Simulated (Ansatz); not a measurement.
## Multireference treatment of BeH2, singlet

Calculated in Ansatz's Gaussian-basis code. Basis cc-pVDZ, nonrelativistic, 1 orbital frozen in the corrections. State-specific CASSCF; RHF is the lowest restricted (open-shell) Hartree–Fock solution met. Solutions may break the symmetry of the shape. The lowest solution met needn't be the lowest there is, nor hold the orbitals that a chemist would pick.

Geometry:

```xyz
3

H     0.0000    0.0000   -1.4462
Be    0.0000    0.0000    0.0000
H     0.0000    0.0000    1.4462
```

Task: What do CASSCF and its corrections give against RHF in CAS(4,6), and what are the occupations?

Result: CASSCF -1.110 eV, SC-NEVPT2 -1.556 eV; occupations 1.97, 1.97, 0.03, 0.02, 0.01, 0.01.
